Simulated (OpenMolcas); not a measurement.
Computed levels of 3s2 3p4 in ions with 16 electrons, in cm-1 above 3P2.

```yaml
Program: OpenMolcas
Method: SS-CASPT2, IPEA 0.25 Eh, imaginary shift 0.1 Eh
Basis: ANO-R3
Scalar_Hamiltonian: X2C, finite nucleus
Spin-orbit_coupling: state interaction with AMFI integrals over the reference wave functions, term energies averaged over their components
```

Active space for each ion: 4 electrons in 3 orbitals (3p); closed shells correlated by CASPT2: 2s 2p 3s.

```tsv
Level	S	Ar2+
3P1	371	1047
3P0	541	1490
1D2	9230	14180
1S0	23050	34600
```

**Question.** Estimate 3P0, 1D2, 1S0 for Cl+ from its neighbours S and Ar2+.

**Answer.** 3P0 is fine structure, which grows about as the fourth power of a screened charge, so the fourth roots are averaged: ((541^0.25 + 1490^0.25) / 2)^4 = 927. The calculation gives 941, so the estimate is off by -1.5 %; the measured value is 996 (NIST Handbook of Basic Atomic Spectroscopic Data).
1D2 is another term, which grows about linearly with the charge: (9230 + 14180) / 2 = 11705. The calculation gives 11780, so the estimate is off by -0.6 %; the measured value is 11654 (NIST Handbook of Basic Atomic Spectroscopic Data).
1S0 is another term, which grows about linearly with the charge: (23050 + 34600) / 2 = 28825. The calculation gives 28970, so the estimate is off by -0.5 %; the measured value is 27878 (NIST Handbook of Basic Atomic Spectroscopic Data).

Term energies are means over components that CASPT2 splits; among the terms shown or strongly mixed into the levels shown the widest spread is 200 cm-1 (3s2 3p4 1D, S). With the s shell closed, the reference lacks s² → p² mixing. Computed and measured levels are paired by configuration, term and J; levels that our copy of the source lacks, or whose pairing is in doubt (as where it misses far off the trend of its configuration), stay unpaired and out of the deviations. Levels of configurations outside the active space are missing.
